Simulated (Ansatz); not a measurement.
`[SH][SnH2][SeH]` + H₂ → `[SH][SnH3]` + H₂Se at 298.15 K and 1 bar (hydrogenolysis of the Sn–Se bond).

Computed with Ansatz on PBE0-D4/def2-TZVP structures; ΔE is electronic, products minus reactants. CCSD(T)/CBS is the MP2 limit (def2-TZVPP, def2-QZVPP) plus CCSD(T) − MP2 in def2-TZVPP, frozen cores. This one scheme is used for every species. def2 core potentials past Kr. For Se, Sn outer-core shells are correlated without core-valence functions, which leaves a few kJ/mol of doubt a bond. Scalar relativity is left out up to krypton. Each species was taken in one conformer, which may not be the lowest.

```json
{"species": "`[SH][SnH2][SeH]`", "CCSD(T)/CBS energy (Eh)": "-3014.95398", "H − E (kJ/mol)": "101.5", "S (J/(mol·K))": "371.7"}
{"species": "H₂", "CCSD(T)/CBS energy (Eh)": "-1.17544", "H − E (kJ/mol)": "35.1", "S (J/(mol·K))": "130.4"}
{"species": "`[SH][SnH3]`", "CCSD(T)/CBS energy (Eh)": "-614.20548", "H − E (kJ/mol)": "91.8", "S (J/(mol·K))": "301.7"}
{"species": "H₂Se", "CCSD(T)/CBS energy (Eh)": "-2401.89790", "H − E (kJ/mol)": "45.8", "S (J/(mol·K))": "219.1"}
```

H − E and S are ideal-gas, rigid-rotor, harmonic terms from PBE0-D4/def2-TZVP, for one conformer and one mirror image of each species. The MP2-based limit puts H₂ 0.8 mEh under its directly extrapolated value; such offsets cancel only in part. 1 Eh = 2625.50 kJ/mol, R = 8.31446 J/(mol·K).

**Question.** By hand: ΔE, ΔH, ΔS and ΔG.

**Answer.** ΔE = (-614.20548) + (-2401.89790) − (-3014.95398) − (-1.17544) = 0.02604 Eh = 68.4 kJ/mol. Δ(H − E) = 91.8 + 45.8 − 101.5 − 35.1 = 1.0, so ΔH = 69.4 kJ/mol. ΔS = 301.7 + 219.1 − 371.7 − 130.4 = 18.7 J/(mol·K). ΔG = 69.4 − 298.15 × (18.7)/1000 = 63.8 kJ/mol.

**Question.** By hand: the equilibrium constant, and the temperature at which ΔG would vanish if ΔH and ΔS stayed fixed.

**Answer.** log₁₀ K = −ΔG/(RT ln 10) = -11.2. ΔG = 0 at ΔH/ΔS = 3711 K, far beyond where these terms or the molecules hold.

ΔH outweighs TΔS. A doubt of 5 kJ/mol in ΔE shifts log₁₀ K by 0.9 here. Other conformers and mirror images would add mixing entropy, several J/(mol·K) or more a flexible species. Modes under 60 cm⁻¹, often nearly free rotors, make the harmonic entropy too high. These are equilibria of isolated gas molecules and say nothing of rates. Largest T1 diagnostic: 0.012 (customary marks: 0.02 for closed shells, 0.045 for open ones).
